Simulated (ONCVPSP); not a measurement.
PW91 ONCV dataset for fluorine (F), non-relativistic all-electron reference.

F, optimised norm-conserving Vanderbilt (ONCV), made with ONCVPSP 4.0.1 (PW91, non-relativistic). Core [He], reference 2s2 2p5. Waves: 2s: rc 0.85 bohr, ncon 4, nbas 7, qcut 9 1/bohr, 1 projector; 2p: rc 1.20 bohr, ncon 4, nbas 7, qcut 12.4 1/bohr, 1 projector; d scattering state at 0.1 Ha: rc 1.30 bohr, ncon 5, nbas 8, qcut 6.5 1/bohr, 2 projectors, debl 1.2 Ha. Local part: polynomial inside 0.60 bohr (lpopt 5, dvloc0 2 Ha). Core correction: none.

* Cutoffs needed: 49 Ha and 152 Ha (the cutoffs (Ha) at which the residual kinetic energy of the hardest occupied pseudo-wave falls to 1 and 0.1 mHa per electron)
* Ghost test: no bound ghost flagged; GHOST(+) flags only above 600 eV
* Largest excitation error: +376 meV (all-electron minus pseudo) for 2s2 2p2, out of 4 test configurations
